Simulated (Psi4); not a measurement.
Two rigid molecules brought together: CH2O ··· O2S (SMILES C=O and O=S=O), singlet. Monomers: optimised at B3LYP-D3(BJ) (def2-TZVP), held rigid. Orientation: lowest of the rigid-body minima from ten starts at GFN2-xTB. R is the distance of the centres of mass, along which the second monomer moves.

Calculation: SAPT0/jun-cc-pVDZ, frozen core in Psi4.

Components in kcal/mol:

```
R / Å  electrostatics  exchange  induction  dispersion  total
-----  --------------  --------  ---------  ----------  -----
2.23           -73.19    141.98     -47.49      -14.78   6.51
2.43           -41.55     73.90     -24.15       -9.49  -1.30
2.61           -25.82     40.58     -13.09       -6.46  -4.79
2.77           -17.51     23.65      -7.67       -4.64  -6.18
2.98           -11.11     11.54      -3.90       -3.05  -6.52
3.34            -5.88      3.30      -1.32       -1.55  -5.45
3.62            -4.00      1.22      -0.61       -0.94  -4.33
4.12            -2.35      0.20      -0.19       -0.42  -2.76
4.78            -1.37      0.02      -0.06       -0.17  -1.58
5.81            -0.70      0.00      -0.02       -0.05  -0.76
7.10            -0.35      0.00       0.00       -0.01  -0.37
```
